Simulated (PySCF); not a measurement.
# Worked example: chemical shift, span and skew from a shielding tensor

C₂H₄ClNSi, SMILES N#CC[SiH2]Cl. Atoms are numbered in the order given.

```xyz
9

N      2.7614    -0.4573    -0.3150
C      1.8993     0.3133    -0.2357
C      0.7844     1.2433    -0.1550
Si    -0.8925     0.4372    -0.5539
Cl    -1.2840    -1.0192     0.8640
H      0.7332     1.6799     0.8565
H      0.9414     2.0761    -0.8631
H     -1.9347     1.4927    -0.4766
H     -0.8490    -0.1816    -1.9007
```

Geometry: B3LYP-D3(BJ)/def2-SVP. This is a generated structure with no PubChem entry under its InChIKey; it may be hypothetical. Other conformers were not sampled.

GIAO shieldings from PySCF with PBE/pcSseg-1, non-relativistic, no solvent. The symmetric part of the tensor of C2 has the principal values -49.1, -44.1, 288.3 ppm. The same nucleus in TMS has σ = 182.0 ppm at this level (PySCF, at its B3LYP-D3(BJ)/def2-TZVP geometry). Without spin–orbit terms, shifts of atoms bonded to Cl or Br come out too high.

**Question.** Work out the isotropic shielding, the ¹³C shift against TMS, the span and the skew.

**Answer.** 
σ(iso) = (σ11 + σ22 + σ33)/3 = 65.0 ppm. δ = σ(ref) − σ(iso) = 182.0 − (65.0) = 117.0 ppm.
Span Ω = σ33 − σ11 = 337.4 ppm. Skew κ = 3(σ(iso) − σ22)/Ω = 0.97, an axial tensor. Tumbling in solution averages the tensor to δ; in a static solid the shielding alone would spread this spin-1/2 line over Ω.
